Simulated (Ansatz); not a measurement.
Cost and result up the ladder for the cluster Au4Cl3 (7 atoms). Charge 0, multiplicity 2. Geometry: r2SCAN-D4/def2-SVP.

```xyz
7

Au   -1.464    0.862    0.239
Au    1.644   -0.438    0.256
Au   -0.038    2.036    2.026
Au   -0.823   -1.247   -1.579
Cl    1.373   -2.077   -1.447
Cl   -2.925   -0.199   -1.452
Cl    2.233    1.063    1.957
```

Ansatz on 4 threads of Arm Neoverse V1 on a shared host. Times are rough, and most runs start from the orbitals of an earlier one. r2SCAN0-D4/def2-TZVP serves as the yardstick here, not as an exact answer. Differences are given only for rows in sets of like size (and for xTB, whose basis is part of the method), since another set adds its own error. Binding counts from free atoms at the same level (Au doublet, Cl doublet; other spins of the atoms weren't run), without zero-point energy or a counterpoise term.

In the def2 sets Au takes a core potential; there is no spin–orbit coupling. B3LYP takes the VWN-RPA correlation. Correlated methods freeze 15 core orbitals; core or outer-core shells of Au are correlated, in sets that lack core-valence functions. No other spin state of charge 0 was run. The structure comes from a short search, and lower isomers may exist.

Correlated methods converge slowly with the basis.

```tsv
level	functions	binding energy per atom (eV)	difference from r2SCAN0-D4/def2-TZVP (eV)
B3LYP-D4/def2-TZVP	271	1.97	-0.11
r2SCAN-D4/def2-TZVP	271	2.21	0.13
PBE-D4/def2-SVP	182	2.15	–
PBE0-D4/def2-SVP	182	2.03	–
r2SCAN0-D4/def2-TZVP	271	2.07	0.00
RPA@PBE/def2-TZVP	271	1.80	-0.27
BLYP-D4/def2-TZVP	271	2.01	-0.06
PBE-D4/def2-TZVP (with forces)	271	2.18	0.11
PBE0-D4/def2-TZVP	271	2.07	0.00
MP2/def2-TZVP	271	2.15	0.07
```

(1) Estimate how long each takes.

Answers

(1) PBE-D4/def2-SVP 9 s; PBE-D4/def2-TZVP (with forces) 15 s; PBE0-D4/def2-SVP 15 s; BLYP-D4/def2-TZVP 18 s; B3LYP-D4/def2-TZVP 27 s; PBE0-D4/def2-TZVP 28 s; MP2/def2-TZVP 28 s; r2SCAN-D4/def2-TZVP 36 s; RPA@PBE/def2-TZVP 39 s; r2SCAN0-D4/def2-TZVP 44 s. On shared hardware such times vary by a factor of up to 3.
